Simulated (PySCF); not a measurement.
# Electron correlation in Ni+ (nickel, charge +1)

Starting occupation: [Ar] 3d9, 3d3/2 with m_j = -3/2, -1/2, +1/2, +3/2, 3d5/2 with m_j = -3/2, -1/2, +1/2, +3/2, +5/2. Calculation: PySCF 2.14, in x2c-QZVPPall-2c (11s9p6d4f2g, 114 functions); X2C-1e with screened-nucleus spin-orbit coupling, Gaussian nucleus. Frozen: [Ne]; 17 electrons correlated; the 8 highest virtual spinors left out.

MP2 pair energies summed by pair of shells (mhartree):

| pair | energy | share (%) |
| --- | --- | --- |
| 3d-3d | -398.51 | 49.7 |
| 3d-3p | -247.68 | 30.9 |
| 3p-3p | -59.86 | 7.5 |
| 3d-3s | -59.44 | 7.4 |
| 3p-3s | -31.65 | 3.9 |
| 3s-3s | -5.00 | 0.6 |

Total MP2 correlation energy: -802.14 mhartree.

The GHF reference relaxed away from the jj start to a determinant that is no pure jj level (⟨S²⟩ = 0.75, ⟨J²⟩ = 8.76); the energies belong to that determinant.

This basis was not built for core-valence correlation, so the inner-shell part is incomplete.
